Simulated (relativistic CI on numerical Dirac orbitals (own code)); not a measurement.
## Se12+: q coefficients and field-shift factors

Calculated at this level of theory: Dirac-Coulomb-Breit CI, KLI orbitals optimised for each configuration, derivatives by finite differences, unscaled Slater integrals, QED left out (own radial code, finite nucleus).

Configurations in the expansion (outside the closed core [Ne] 3s2): 3p6 3d4, 3p5 3d5, 3p6 3d3 4p, 3p6 3d2 4s 4p, 3p6 3d2 4s2, 3p6 3d 4s2 4p. Double excitations out of closed p, d and f shells are left out; levels of such configurations are missing from the list, as are those of other unlisted configurations, and high levels can miss mixing partners.

With x = (α/α₀)² − 1 an excitation energy changes as ω = ω₀ + qx; K = 2q/ω₀ is the relative enhancement. Terms are leading LS components, so labels can repeat. The field-shift factor is F = δν/δ⟨r²⟩ for the transition from the lowest level.

Lowest level 3p6 3d4 5D_0.

```
       Level  ω₀ (cm⁻¹)  q (cm⁻¹)       K  F (GHz/fm²)
3p6 3d4 5D_1     1363.9      1994    2.92      0.00877
3p6 3d4 5D_2     3627.7      4719     2.6       0.0213
3p6 3d4 5D_3     6426.0      7521    2.34       0.0348
3p6 3d4 5D_4     9534.5     10140    2.13        0.048
3p6 3d4 3P_0    51048.0     -3310   -0.13       0.0487
3p6 3d4 3H_4    51768.1      1149  0.0444       0.0657
3p6 3d4 3H_5    54765.7      5571   0.203       0.0852
3p6 3d4 3H_6    56985.5      7747   0.272       0.0961
3p6 3d4 3P_1    58095.6      4334   0.149       0.0843
3p6 3d4 3F_3    60818.9      3065   0.101       0.0831
3p6 3d4 3F_2    61780.6      5018   0.162       0.0912
3p6 3d4 3F_4    62650.1      6931   0.221       0.0992
3p6 3d4 3P_2    67595.8     12140   0.359        0.124
3p6 3d4 3G_3    69716.8     10320   0.296        0.119
3p6 3d4 3G_4    70686.9      8781   0.248        0.115
3p6 3d4 3G_5    72636.2     12260   0.338         0.13
3p6 3d4 1I_6    81861.2      9418    0.23        0.131
3p6 3d4 3D_3    86358.5      6480    0.15        0.125
3p6 3d4 3D_2    87190.8      7532   0.173         0.13
3p6 3d4 3D_1    89080.7     10130   0.228        0.141
3p6 3d4 1G_4    89403.8     14950   0.334         0.16
3p6 3d4 1S_0   101135.2     11700   0.231        0.162
3p6 3d4 1D_2   106907.4     11470   0.215        0.167
```

At this charge energies of transitions that change n are usually good to better than 1 %, and those within a shell (Δn = 0) to a few per cent. Terms inside the open d or f shell come out 10 to 20 % too wide with unscaled integrals.
